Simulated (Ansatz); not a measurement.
The lowest singlet and triplet of CH2 (SMILES [CH2]); geometries from B3LYP-D3(BJ)/def2-TZVP, each state relaxed from the structure named, with no frequency check.
Singlet (charge 0, multiplicity 1):
| atom | x (Å) | y (Å) | z (Å) |
|---|---|---|---|
| C | -0.0007 | 0.1750 | 0.0000 |
| H | -0.8600 | -0.5287 | 0.0000 |
| H | 0.8644 | -0.5215 | 0.0000 |

```
level                                     gap E(singlet) − E(triplet), vertical, at the singlet's geometry (kJ/mol)  cost
----------------------------------------  -------------------------------------------------------------------------  ----
R-HF/cc-pVDZ                                                                                                   74.6     -
R-HF/cc-pVTZ                                                                                                   71.7     -
U-HF/cc-pVTZ (spin-contaminated)                                                                               23.3     -
R-HF/cc-pVQZ                                                                                                   70.8     -
U-HF/cc-pVQZ (spin-contaminated)                                                                               22.7     -
R-SVWN5/def2-TZVPP                                                                                             14.9  ×0.8
R-PBE/def2-TZVPP                                                                                               21.9    ×1
U-PBE/def2-TZVPP (spin-contaminated)                                                                           -6.8    ×2
R-r2SCAN/def2-TZVPP                                                                                            47.4    ×2
U-B3LYP/def2-TZVPP (spin-contaminated)                                                                        -19.3    ×2
R-PBE0/def2-TZVPP                                                                                              27.2    ×1
U-PBE0/def2-TZVPP (spin-contaminated)                                                                          -4.0    ×2
R-BHLYP/def2-TZVPP                                                                                              5.6    ×1
U-BHLYP/def2-TZVPP (spin-contaminated)                                                                        -18.4    ×2
U-wB97X-V/def2-TZVPP (spin-contaminated)                                                                      -22.3    ×8
U-wB97M-V/def2-TZVPP (spin-contaminated)                                                                      -13.7    ×8
R-B2PLYP/def2-TZVPP                                                                                             3.5    ×1
U-B2PLYP/def2-TZVPP (spin-contaminated)                                                                       -13.5    ×3
R-MP2/cc-pVTZ                                                                                                  18.2     -
R-MP2/cc-pVQZ                                                                                                  13.2     -
U-MP2/cc-pVQZ (spin-contaminated)                                                                               5.1     -
R-SCS-MP2/cc-pVDZ                                                                                              12.0     -
R-SCS-MP2/cc-pVTZ                                                                                              -6.7     -
U-SCS-MP2/cc-pVTZ (spin-contaminated)                                                                         -10.0     -
R-CCSD/cc-pVDZ                                                                                                 11.5     -
U-CCSD/cc-pVTZ (spin-contaminated)                                                                             -1.5     -
R-CCSD/cc-pVQZ                                                                                                 -1.7     -
U-CCSD(T)/cc-pVDZ (spin-contaminated)                                                                           5.7    ×1
U-CCSD(T)/cc-pVTZ (spin-contaminated)                                                                          -2.3    ×4
R-CCSD(T)/cc-pVQZ                                                                                              -5.2   ×10
U-CCSD(T)/cc-pVQZ (spin-contaminated)                                                                          -4.6   ×20
R-CCSDT/cc-pVTZ                                                                                                -3.0     -
R-CCSDT(Q)/cc-pVDZ                                                                                              7.8    ×5
R-CCSDT(Q)/cc-pVTZ                                                                                             -3.3   ×50
SA-CASSCF(6,6)/cc-pVDZ                                                                                         21.2     -
SA-CASSCF(6,6)/cc-pVQZ                                                                                         12.8     -
SC-NEVPT2 on SA-CASSCF(6,6)/cc-pVTZ                                                                            -3.3     -
FIC-NEVPT4(SD) on SA-CASSCF(6,6)/cc-pVTZ                                                                       -5.1     -
FIC-MRCISD+Q on SA-CASSCF(6,6)/cc-pVTZ                                                                         -5.2     -
FIC-MRCISD+Q on SA-CASSCF(6,6)/cc-pVQZ                                                                         -8.3     -
```

The rows run from -22.3 (U-wB97X-V/def2-TZVPP (spin-contaminated)) to 74.6 kJ/mol (R-HF/cc-pVDZ). In cc-pVQZ the value moves R-HF 70.8, R-MP2 13.2, R-CCSD -1.7, R-CCSD(T) -5.2, a shift of -76.0 from R-HF to R-CCSD(T). From cc-pVDZ (spin-contaminated) to cc-pVQZ (spin-contaminated) U-CCSD(T) changes by -10.4. The 6 R-functionals in def2-TZVPP without D3 or D4 span 44.0, from R-B2PLYP to R-r2SCAN.

A positive gap puts the triplet lower; no zero-point energy. R- takes a restricted singlet. U- takes an unrestricted singlet (broken symmetry where lower, unprojected). The triplet is unrestricted in single-reference levels. Active spaces average the two states.

Cores are frozen in the correlated methods.

Doubts at one or more of the structures used: a restricted determinant that unrestricted orbitals would lower (R-HF/cc-pVDZ, R-HF/cc-pVTZ, R-HF/cc-pVQZ, R-SVWN5/def2-TZVPP, R-PBE/def2-TZVPP, R-r2SCAN/def2-TZVPP, R-PBE0/def2-TZVPP, R-BHLYP/def2-TZVPP, R-B2PLYP/def2-TZVPP, R-MP2/cc-pVTZ, R-MP2/cc-pVQZ, R-SCS-MP2/cc-pVDZ, R-SCS-MP2/cc-pVTZ, R-CCSD/cc-pVDZ, R-CCSD/cc-pVQZ, R-CCSD(T)/cc-pVQZ, R-CCSDT/cc-pVTZ, R-CCSDT(Q)/cc-pVDZ, R-CCSDT(Q)/cc-pVTZ); T1 above 0.05 (U-CCSD(T)/cc-pVQZ (spin-contaminated)).

Programs: Ansatz (a quantum-chemistry and plane-wave program) with Gaussian orbitals. 

Costs are rough ratios of core time to R-PBE/def2-TZVPP (about 1.0 s over the structures, on one shared machine); a dash marks a level with no comparable run of its own.
